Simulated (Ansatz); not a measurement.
K5H5. Total charge 0; singlet. Geometry PBE-D4/def2-SVP.

```xyz
10

K    -0.139    2.385   -0.096
K    -2.447    0.159    1.854
K     3.012   -0.375   -1.966
K     1.103   -1.340    1.523
K    -1.568   -0.604   -1.716
H     0.740    0.710   -1.984
H    -1.348   -1.835    0.557
H    -2.561    1.435   -0.406
H     0.005    1.036    2.115
H     3.203   -1.571    0.119
```

B3LYP takes the VWN-RPA correlation. The structure comes from a short search, and lower isomers may exist.

Question: Estimate the orbital energies around the gap (eV) in Ansatz with PBE-D4/def2-TZVP, r2SCAN-D4/def2-TZVP, r2SCANh-D4/def2-TZVP, B3LYP-D4/def2-TZVP, PBE0-D4/def2-TZVP.

Answer: 
```json
{"orbital": "HOMO−9", "PBE-D4/def2-TZVP": "-17.08", "r2SCAN-D4/def2-TZVP": "-17.68", "r2SCANh-D4/def2-TZVP": "-18.40", "B3LYP-D4/def2-TZVP": "-18.71", "PBE0-D4/def2-TZVP": "-19.08"}
{"orbital": "HOMO−8", "PBE-D4/def2-TZVP": "-17.07", "r2SCAN-D4/def2-TZVP": "-17.66", "r2SCANh-D4/def2-TZVP": "-18.38", "B3LYP-D4/def2-TZVP": "-18.70", "PBE0-D4/def2-TZVP": "-19.07"}
{"orbital": "HOMO−7", "PBE-D4/def2-TZVP": "-16.83", "r2SCAN-D4/def2-TZVP": "-17.40", "r2SCANh-D4/def2-TZVP": "-18.11", "B3LYP-D4/def2-TZVP": "-18.44", "PBE0-D4/def2-TZVP": "-18.80"}
{"orbital": "HOMO−6", "PBE-D4/def2-TZVP": "-16.71", "r2SCAN-D4/def2-TZVP": "-17.27", "r2SCANh-D4/def2-TZVP": "-17.99", "B3LYP-D4/def2-TZVP": "-18.33", "PBE0-D4/def2-TZVP": "-18.69"}
{"orbital": "HOMO−5", "PBE-D4/def2-TZVP": "-16.61", "r2SCAN-D4/def2-TZVP": "-17.16", "r2SCANh-D4/def2-TZVP": "-17.88", "B3LYP-D4/def2-TZVP": "-18.23", "PBE0-D4/def2-TZVP": "-18.59"}
{"orbital": "HOMO−4", "PBE-D4/def2-TZVP": "-4.51", "r2SCAN-D4/def2-TZVP": "-4.62", "r2SCANh-D4/def2-TZVP": "-5.04", "B3LYP-D4/def2-TZVP": "-5.39", "PBE0-D4/def2-TZVP": "-5.59"}
{"orbital": "HOMO−3", "PBE-D4/def2-TZVP": "-3.99", "r2SCAN-D4/def2-TZVP": "-4.11", "r2SCANh-D4/def2-TZVP": "-4.52", "B3LYP-D4/def2-TZVP": "-4.86", "PBE0-D4/def2-TZVP": "-5.03"}
{"orbital": "HOMO−2", "PBE-D4/def2-TZVP": "-3.64", "r2SCAN-D4/def2-TZVP": "-3.76", "r2SCANh-D4/def2-TZVP": "-4.16", "B3LYP-D4/def2-TZVP": "-4.50", "PBE0-D4/def2-TZVP": "-4.66"}
{"orbital": "HOMO−1", "PBE-D4/def2-TZVP": "-3.54", "r2SCAN-D4/def2-TZVP": "-3.67", "r2SCANh-D4/def2-TZVP": "-4.06", "B3LYP-D4/def2-TZVP": "-4.39", "PBE0-D4/def2-TZVP": "-4.55"}
{"orbital": "HOMO", "PBE-D4/def2-TZVP": "-3.41", "r2SCAN-D4/def2-TZVP": "-3.51", "r2SCANh-D4/def2-TZVP": "-3.90", "B3LYP-D4/def2-TZVP": "-4.25", "PBE0-D4/def2-TZVP": "-4.40"}
{"orbital": "LUMO", "PBE-D4/def2-TZVP": "-0.91", "r2SCAN-D4/def2-TZVP": "-0.25", "r2SCANh-D4/def2-TZVP": "-0.17", "B3LYP-D4/def2-TZVP": "-0.65", "PBE0-D4/def2-TZVP": "-0.46"}
{"orbital": "LUMO+1", "PBE-D4/def2-TZVP": "-0.73", "r2SCAN-D4/def2-TZVP": "-0.13", "r2SCANh-D4/def2-TZVP": "-0.03", "B3LYP-D4/def2-TZVP": "-0.44", "PBE0-D4/def2-TZVP": "-0.26"}
{"orbital": "LUMO+2", "PBE-D4/def2-TZVP": "-0.62", "r2SCAN-D4/def2-TZVP": "0.04", "r2SCANh-D4/def2-TZVP": "0.12", "B3LYP-D4/def2-TZVP": "-0.35", "PBE0-D4/def2-TZVP": "-0.16"}
{"orbital": "LUMO+3", "PBE-D4/def2-TZVP": "-0.43", "r2SCAN-D4/def2-TZVP": "0.25", "r2SCANh-D4/def2-TZVP": "0.32", "B3LYP-D4/def2-TZVP": "-0.18", "PBE0-D4/def2-TZVP": "0.00"}
{"orbital": "LUMO+4", "PBE-D4/def2-TZVP": "-0.08", "r2SCAN-D4/def2-TZVP": "0.60", "r2SCANh-D4/def2-TZVP": "0.69", "B3LYP-D4/def2-TZVP": "0.21", "PBE0-D4/def2-TZVP": "0.37"}
{"orbital": "LUMO+5", "PBE-D4/def2-TZVP": "0.22", "r2SCAN-D4/def2-TZVP": "0.76", "r2SCANh-D4/def2-TZVP": "0.88", "B3LYP-D4/def2-TZVP": "0.57", "PBE0-D4/def2-TZVP": "0.74"}
```
